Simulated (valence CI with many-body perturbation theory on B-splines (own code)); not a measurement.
## Sr7+: key properties

Level of theory: valence CI with perturbative core correlation (CI+MBPT): three valence electrons over a frozen Dirac-Fock core [Ar] 3d10, radial functions for each j: 9 s, 9 p, 8 d, 6 f, 3 g, 1 h, with the one-electron correlation potential Σ1, the two-electron term Σ2, the three-electron term Σ3, Breit, model QED; selected CI, second order for the rest, scaled by the run's own slope (own B-spline code, finite nucleus).

Against 9 measured levels this calculation errs by 135 cm⁻¹ on average and by 217 at most. These come from a selection out of Sansonetti, J. Phys. Chem. Ref. Data 41, 013102 (2012). Levels without a partner in it may be off by more.

Names give the largest LS component (configuration and term), which can be under half, so a name can repeat, a term be missing and a line seem to break the LS rules; names also repeat where a configuration has a term twice.

Rates and lifetimes use the calculated energies. Strong lines usually hold to 10 to 20 %, long lifetimes can be off by a factor of two.

Question: What is the ground level?

Answer: 4s²4p ²P°_1/2, composition 98 % 4s²4p ²P°, g = 0.665.

Question: Among levels below 458810 cm⁻¹, which E1 lines absorb most strongly from the ground level?

Answer: to 4s²4d ²D_3/2 at 34.54 nm, f = 1.20; to 4s4p² ²S_1/2 at 47.28 nm, f = 0.436; to 4s4p² ²P_3/2 at 43.34 nm, f = 0.246.

Question: Where does the other parity begin?

Answer: At 4s4p² ⁴P_1/2, 136790 cm⁻¹.

Question: How is the term ²P° of the ground level split?

Answer: J = 1/2 at 0, J = 3/2 at 13191 cm⁻¹.

Question: Name the longest-lived excited levels whose lifetime is computed, and their main decay.

Answer: 4s²4p ²P°_3/2 at 13191 cm⁻¹ lives 48.2 ms, mostly by M1 to 4s²4p ²P°_1/2.

Question: What are the static dipole polarisabilities of the lowest levels?

Answer: 4s²4p ²P°_1/2 2.03; 4s²4p ²P°_3/2 2.07 (tensor 0.14) bohr³, of which the core gives 0.125.

Question: How well does LS coupling describe the low levels?

Answer: Among the lowest 20 levels the leading LS term, summed over configurations, holds 90 % on average. For single configurations the figures are 85 % in LS and 71 % in jj coupling. Terms mix most in the J = 3/2 level at 347030 cm⁻¹, where the leading one holds 46 %.
